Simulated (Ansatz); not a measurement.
`N/C=[CH]\[InH2]`. Charge 0, multiplicity 1. In takes the def2 core potential. Geometry: relaxed with PBE0-D4/def2-TZVP. It is one conformer, not always the lowest.

```xyz
10

N     0.496    1.584    0.154
C     0.662    0.448    0.892
C     0.116   -0.764    0.669
In   -1.064   -1.276   -0.996
H     1.179    2.314    0.246
H     0.072    1.502   -0.757
H     1.284    0.614    1.773
H     0.329   -1.513    1.423
H    -1.779   -2.832   -1.171
H    -1.294   -0.077   -2.234
```

Problem. What is the dipole moment at PBE/def2-TZVPP? (Estimate.)

Solution. Ansatz gave: 2.51 D, with components (1.57, 1.92, 0.40) D in this frame, pointing from negative to positive charge.

Problem. And with r2SCAN, B3LYP, ωB97M-V? (An estimate is asked.)

Solution. The calculation gave: r2SCAN 2.48 D, B3LYP 2.40 D, ωB97M-V 2.23 D.

Problem. Give the Mulliken charges with PBE, B3LYP, ωB97M-V in def2-TZVPP. (Estimate.)

Solution. Computed: 
| atom | PBE | B3LYP | ωB97M-V |
| --- | --- | --- | --- |
| N1 | -0.24 | -0.25 | -0.24 |
| C2 | 0.01 | 0.02 | 0.05 |
| C3 | -0.39 | -0.43 | -0.46 |
| In4 | 0.43 | 0.50 | 0.44 |
| H5 | 0.17 | 0.15 | 0.13 |
| H6 | 0.17 | 0.15 | 0.14 |
| H7 | 0.09 | 0.10 | 0.10 |
| H8 | 0.09 | 0.09 | 0.09 |
| H9 | -0.14 | -0.15 | -0.10 |
| H10 | -0.18 | -0.19 | -0.15 |

B3LYP here is the variant with VWN-RPA as its local correlation; programs differ in this.
